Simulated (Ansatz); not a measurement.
Mulliken charges of C$_{2}$H$_{5}$NOZn (`C1N[CH2][Zn][O]1`) from PBE/def2-TZVPP in Ansatz (PBE0-D4/def2-TZVP geometry).

| atom | x (Å) | y (Å) | z (Å) | charge (e) |
| --- | --- | --- | --- | --- |
| C1 | -1.065 | 0.239 | -0.440 | 0.127 |
| N2 | -0.082 | -0.722 | 0.124 | -0.190 |
| C3 | 1.197 | -0.167 | 0.534 | -0.224 |
| Zn4 | 1.225 | 0.839 | -1.173 | 0.331 |
| O5 | -0.585 | 0.898 | -1.567 | -0.472 |
| H6 | -1.372 | 0.977 | 0.327 | 0.054 |
| H7 | -1.943 | -0.364 | -0.705 | 0.059 |
| H8 | -0.521 | -1.266 | 0.858 | 0.122 |
| H9 | 1.958 | -0.937 | 0.637 | 0.103 |
| H10 | 1.188 | 0.503 | 1.405 | 0.090 |

Task: By hand: the dipole of these point charges (1 e Å = 4.8032 D).

Result: Σ q r = (0.350, -0.116, 0.425) e Å, of length 0.563 e Å = 2.70 D.

Task: How does the dipole of the full density compare? (Best estimate.)

Result: Ansatz gave: (0.428, 0.031, 0.216) e Å, 2.31 D; the point charges give 1.17 times that, at 28° from its direction.

Point charges leave out the atoms' own dipoles, such as those of lone pairs, and Mulliken's split depends on the basis, so the two needn't agree.
